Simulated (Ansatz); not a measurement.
CBF₅O, SMILES `FB(F)OC(F)(F)F`, relaxed with RKS PBE0-D4/def2-TZVP in Ansatz from a PBE-D4/def2-SVP geometry. The force threshold is 0.005 eV/Å; the program also tests the step.

Charge 0, multiplicity 1.

Start:

```xyz
8

F    -1.080   -1.052    1.193
B    -1.187    0.156    0.662
F    -2.233    0.915    0.937
O    -0.235    0.677   -0.188
C     0.893   -0.006   -0.553
F     1.645   -0.319    0.518
F     0.587   -1.144   -1.203
F     1.609    0.773   -1.366
```

(1) By how much does the energy fall, and how many steps does the optimiser take? (Estimate.)

(2) Which bonds change most? (Best estimate.)

(3) Give the relaxed structure. (Best estimate.)

Answers

(1) Computed: 0.84 kcal/mol, in 5 steps.

(2) Computed: C5–F6 from 1.346 to 1.330 Å; C5–F7 from 1.346 to 1.330 Å; C5–F8 from 1.334 to 1.320 Å; O4–C5 from 1.369 to 1.354 Å.

(3) Ansatz gave: 
```xyz
8

F    -1.091   -1.046    1.183
B    -1.181    0.153    0.658
F    -2.211    0.914    0.929
O    -0.230    0.664   -0.179
C     0.888   -0.006   -0.548
F     1.643   -0.313    0.503
F     0.594   -1.133   -1.189
F     1.588    0.768   -1.356
```
